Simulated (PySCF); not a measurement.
C2H7NSi2, SMILES C([SiH3])#C[SiH2]N.

Geometry: PBE-D3(BJ)/def2-SVP. Other conformers were not sampled.

Level of theory: PBE-D3(BJ)/def2-SVP (PySCF).

Frequencies are harmonic and unscaled.

A small imaginary wavenumber (i) marks a very flat motion, where grid noise or a shallow saddle decides the sign.

| mode | ν (cm⁻¹) | IR (km/mol) | moving atoms (share of kinetic energy) |
|---|---|---|---|
| 1 | 17i | 0.4 | H 91 % |
| 2 | 74 | 1.0 | C 35 %, N 31 %, H 18 %, Si 16 % |
| 3 | 100 | 0.0 | C 58 %, H 27 %, Si 14 % |
| 4 | 207 | 8.4 | C 46 %, H 21 %, N 18 %, Si 14 % |
| 5 | 211 | 22.2 | H 88 % |
| 6 | 304 | 0.2 | C 70 %, H 29 % |
| 7 | 368 | 6.1 | C 58 %, Si 24 %, H 13 % |
| 8 | 407 | 36.5 | Si 58 %, H 24 %, C 16 % |
| 9 | 484 | 236.9 | H 55 %, N 28 %, Si 12 % |
| 10 | 536 | 41.3 | H 72 %, Si 14 %, C 13 % |
| 11 | 654 | 39.8 | H 75 %, C 15 %, Si 10 % |
| 12 | 654 | 40.4 | H 75 %, C 15 %, Si 10 % |
| 13 | 745 | 7.7 | H 91 % |
| 14 | 782 | 195.2 | C 64 %, Si 25 %, N 8 % |
| 15 | 827 | 64.5 | N 39 %, H 32 %, Si 22 % |
| 16 | 861 | 561.5 | H 88 %, Si 10 % |
| 17 | 881 | 102.7 | H 80 %, Si 14 % |
| 18 | 896 | 29.5 | H 80 %, N 14 % |
| 19 | 901 | 57.0 | H 90 %, Si 10 % |
| 20 | 906 | 38.7 | H 97 % |
| 21 | 906 | 41.4 | H 97 % |
| 22 | 1502 | 28.4 | H 90 %, N 10 % |
| 23 | 2141 | 2.8 | C 95 % |
| 24 | 2171 | 111.1 | H 96 % |
| 25 | 2174 | 78.9 | H 96 % |
| 26 | 2176 | 79.5 | H 96 % |
| 27 | 2183 | 74.1 | H 96 % |
| 28 | 2186 | 108.0 | H 96 % |
| 29 | 3475 | 23.2 | H 96 % |
| 30 | 3568 | 24.3 | H 92 %, N 8 % |
